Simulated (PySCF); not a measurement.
**Working out the excitation energy of Ga**

Ga [Ar] 3d10 4s2 4p1 (2P) → Ga [Ar] 3d10 4s2 5s1 (2S). Computed with PySCF 2.14 in aug-cc-pVDZ-DK (6s5p3d, 36 functions), with scalar relativity by spin-free X2C-1e. Frozen: [Ar] 3d10. Energies in hartree (1 hartree = 27.21139 eV):

| part | Ga (lower) | Ga (upper) |
| --- | --- | --- |
| UHF | -1942.084707 | -1941.976911 |
| MP2 opposite-spin | -0.026841 | -0.026805 |
| MP2 same-spin | -0.002237 | -0.002055 |

**Question.** What does Hartree-Fock give?

**Answer.** (-1941.976911) − (-1942.084707) = 0.107796 hartree = 2.933 eV.

**Question.** What do MP2 and SCS-MP2 (6/5 opposite-spin, 1/3 same-spin) give?

**Answer.** The opposite-spin parts differ by 0.001 eV and the same-spin parts by 0.005 eV. MP2: 2.933 + (0.001) + (0.005) = 2.939 eV. SCS-MP2: 2.933 + 1.2 × (0.001) + (0.005)/3 = 2.936 eV.

Measured between the centres of the two terms (NIST): 3.005 eV, so MP2 (valence) is off by -0.066 eV.

A double-zeta basis recovers only part of the correlation energy.

What remains against the reference includes basis incompleteness, the frozen core and correlation beyond second order.
